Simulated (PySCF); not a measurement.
ZnI, SMILES [I][Zn] (connectivity only; charge and spin as stated), neutral, multiplicity 2.

Geometry: B3LYP-D3(BJ)/def2-TZVP. The spin state was assumed, not searched. The def2 effective core potentials stand for the cores of I; spin–orbit coupling is left out.

The numbers are results of C-PCM-ωB97X/def2-TZVPD in PySCF, not measurements.

The values are the electrostatic part of the solvation free energy, E(continuum) − E(gas) at the gas-phase geometry, in a cavity of scaled van der Waals radii (PySCF's table); cavitation and dispersion terms are not included. A continuum can't describe solvent molecules that bind to the metal. The dipole moment in vacuum is 2.52 D.

| solvent | ε | ΔG(elec) (kcal/mol) | dipole (D) |
|---|---|---|---|
| water | 78.36 | -13.5 | 5.65 |
| 2-propanol | 19.26 | -12.7 | 5.45 |
| chloroform | 4.71 | … | … |

### Question
Complete the blanks. (An estimate is asked for; the answer gives what the named calculation found.)

### Answer

- chloroform, ΔG(elec) (kcal/mol): -9.8
- chloroform, dipole (D): 4.74
